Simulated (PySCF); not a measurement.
C2H6O2Te, SMILES O([Te]OC)C.

Coordinates come from a PBE0-D3(BJ)/def2-SVP optimisation. The def2 effective core potentials stand for the cores of Te; spin–orbit coupling is left out. One conformer was computed; it need not be the lowest.

Calculation: TDA-PBE/def2-SVPD in PySCF.

Vertical excitations. Isolated molecule, no solvent. State labels are in the subgroup C2.

Computed excitation energies, oscillator strengths and character:
```
state  symmetry  energy (eV)  λ (nm)      f                                                main pairs
-----  --------  -----------  ------  -----  --------------------------------------------------------
S1            A         2.81     441  0.000                                            HOMO→LUMO 99 %
S2            B         3.50     354  0.000                                          HOMO→LUMO+1 98 %
S3            A         4.22     294  0.002                                          HOMO−1→LUMO 99 %
S4            B         4.45     279  0.014                      HOMO−2→LUMO 79 %, HOMO−1→LUMO+1 18 %
S5            A         4.79     259  0.004                                        HOMO−2→LUMO+1 98 %
S6            B         5.07     244  0.094                                          HOMO→LUMO+2 99 %
S7            B         5.18     239  0.019                      HOMO−1→LUMO+1 55 %, HOMO−4→LUMO 30 %
S8            A         5.43     228  0.012    HOMO−3→LUMO 69 %, HOMO→LUMO+3 18 %, HOMO−4→LUMO+1 10 %
S9            B         5.47     227  0.062  HOMO−4→LUMO 62 %, HOMO−3→LUMO+1 17 %, HOMO−1→LUMO+1 13 %
S10           A         5.55     223  0.000                        HOMO→LUMO+3 78 %, HOMO−3→LUMO 12 %
T1            A         2.11     587      0                                           HOMO→LUMO 100 %
T2            B         2.63     472      0                                         HOMO→LUMO+1 100 %
T3            B         3.84     323      0                                          HOMO−2→LUMO 99 %
T4            A         3.92     317      0                                         HOMO−1→LUMO 100 %
```
Triplets are in the Tamm–Dancoff approximation.
